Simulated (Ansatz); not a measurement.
A nudged elastic band was laid between two geometries of H3OSbSe (6 atoms, charge 0, multiplicity 1).

Method: Ansatz, RKS PBE0/def2-SVP.

- movable images: 9
- climbing image: yes
- spring: 5.0 eV/Å²
- optimiser: quadratic models (default)
- start path: through a guess of the saddle point
- force threshold: 0.03 eV/Å
- iteration limit: 28
- end points: relaxed

Image 0:

```xyz
6
Properties=species:S:1:pos:R:3
O -1.249 -1.126 -0.497
Se 0.169 -1.474 0.583
Sb 1.524 0.713 0.409
H -1.908 -0.696 0.063
H 1.287 0.853 -1.283
H 0.177 1.731 0.725
```

Image 10:

```xyz
6
Properties=species:S:1:pos:R:3
O -1.487 -1.468 -0.462
Se 0.032 -1.181 0.502
Sb 0.491 1.198 -0.379
H -2.217 -1.199 0.111
H 2.097 0.875 -0.900
H 1.085 1.775 1.128
```

Problem. What changes between the two ends?

Solution. No bond is made or broken. The height of Sb3 over the plane of its neighbours goes from 1.04 to -1.04 Å.

Problem. What energy profile does the band end with?

Solution. The run converged. The highest image is number 6 of 0 to 10, 39.2 kcal/mol above the first end and 39.3 kcal/mol above the last; the last end lies 0.1 kcal/mol below the first. A vibrational analysis at the climbing image gives one clearly imaginary mode, 799i cm⁻¹: a first-order saddle point.

| image | path coordinate (Å) | energy (kcal/mol) | height of Sb3 over the plane of its neighbours (Å) |
| --- | --- | --- | --- |
| 0 | 0.00 | 0.0 | 1.04 |
| 1 | 0.31 | 0.4 | 1.00 |
| 2 | 0.62 | 1.7 | 0.95 |
| 3 | 0.92 | 4.4 | 0.85 |
| 4 | 1.23 | 10.9 | 0.64 |
| 5 | 1.54 | 27.1 | 0.30 |
| 6 | 1.85 | 39.2 | -0.05 |
| 7 | 2.14 | 27.2 | -0.38 |
| 8 | 2.43 | 9.3 | -0.69 |
| 9 | 2.72 | 1.3 | -0.93 |
| 10 | 3.01 | -0.1 | -1.04 |

Problem. What is the geometry of the highest image?

Solution. 
```xyz
6
Properties=species:S:1:pos:R:3:forces:R:3
O -1.580 -1.479 -0.469 0.01 0.01 0.01
Se -0.014 -1.406 0.465 0.00 -0.01 -0.01
Sb 0.995 0.772 0.051 0.00 0.00 0.01
H -2.242 -1.027 0.073 0.00 0.00 -0.01
H 2.058 1.069 -1.203 0.00 0.00 0.00
H 0.783 2.070 1.082 0.00 0.00 0.00
```

Problem. What are the harmonic wavenumbers there?

Solution. 799i, 184, 276, 319, 344, 435, 606, 742, 1078, 2077, 2112, 3837 cm⁻¹.

Time of the run: 11 min on 1 CPU thread of a shared host.
